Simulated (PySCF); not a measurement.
A PySCF script (with the pyscf-properties extension) for the NMR shieldings of SMILES [BH3-][N+](CC)(CC)CC, C6H18BN, on a GFN2-xTB geometry:

```python
import basis_set_exchange as bse
import numpy as np
from pyscf import gto, dft
from pyscf.prop import nmr

atoms = """
B     0.238713   -0.759333   -1.743368
N    -0.095794   -0.069212   -0.262614
C    -1.358255   -0.612560    0.274961
C    -1.405085   -2.123566    0.453221
C     0.990185   -0.338497    0.696499
C     2.321474    0.323497    0.369987
C    -0.271710    1.369965   -0.521651
C    -0.619246    2.251214    0.675719
H     1.039049   -0.063356   -2.288040
H    -0.795106   -0.776165   -2.337975
H     0.673934   -1.849453   -1.543616
H    -1.565326   -0.144545    1.245382
H    -2.146503   -0.327113   -0.424272
H    -2.416345   -2.408143    0.736205
H    -0.729959   -2.463159    1.234145
H    -1.150512   -2.619211   -0.476308
H     0.668367   -0.039332    1.703080
H     1.143840   -1.417627    0.693204
H     2.296528    1.399754    0.522528
H     3.087509   -0.089443    1.022820
H     2.596577    0.113712   -0.658414
H     0.648811    1.730267   -0.978431
H    -1.055655    1.458593   -1.276332
H     0.118938    2.167710    1.469555
H    -0.634959    3.286567    0.343125
H    -1.600514    2.022051    1.083864
"""
names = dict.fromkeys(["B", "N", "C", "H"], "pcSseg-1")
basis = {el: gto.basis.parse(bse.get_basis(n, elements=[el], fmt="nwchem")) for el, n in names.items()}
mol = gto.M(atom=atoms, basis=basis, charge=0, verbose=0)
mf = dft.RKS(mol, xc="PBE0")
mf.grids.level = 2
mf.grids.alignment = dft.numint.BLKSIZE   # the property module wants whole blocks of grid points
mf.conv_tol = 1e-9
mf.kernel()

calc = nmr.RKS(mf)   # GIAO
C = mf.mo_coeff
Co = C[:, mf.mo_occ > 0]
resp = mf.gen_response(singlet=True, hermi=2)
def vind(x):   # induced exchange potential for any number of trial vectors
    d = np.einsum("pi,xij,qj->xpq", C, 2 * x.reshape(-1, C.shape[1], Co.shape[1]), Co, optimize=True)
    return np.einsum("xpq,pi,qj->xij", resp(d - d.transpose(0, 2, 1)), C, Co, optimize=True).ravel()
mo1, _ = nmr.rhf.solve_mo1(calc, with_cphf=vind)
sigma = calc.kernel(mo1)
for i, s in enumerate(sigma):   # ppm
    print("%2d %-2s %9.2f" % (i, mol.atom_pure_symbol(i), np.trace(s) / 3))
```

Question: Give the expected output.

Answer: 
```
 0 B     116.18
 1 N     203.24
 2 C     128.23
 3 C     174.98
 4 C     136.66
 5 C     175.28
 6 C     132.78
 7 C     178.55
 8 H      29.59
 9 H      29.90
10 H      29.81
11 H      29.10
12 H      29.15
13 H      30.82
14 H      30.64
15 H      29.28
16 H      29.44
17 H      28.58
18 H      30.75
19 H      30.74
20 H      29.65
21 H      28.48
22 H      28.97
23 H      30.88
24 H      30.94
25 H      30.55
```

These numbers come from an equivalent density-fitted implementation of the same equations, which agrees with the script to about 0.01 ppm for H and up to a few tenths of a ppm for heavy atoms, so last digits may differ.

Size and cost of the density-fitted run: 226 basis functions, 54 s wall time on 1 thread of an x86-64 server CPU, shared host.
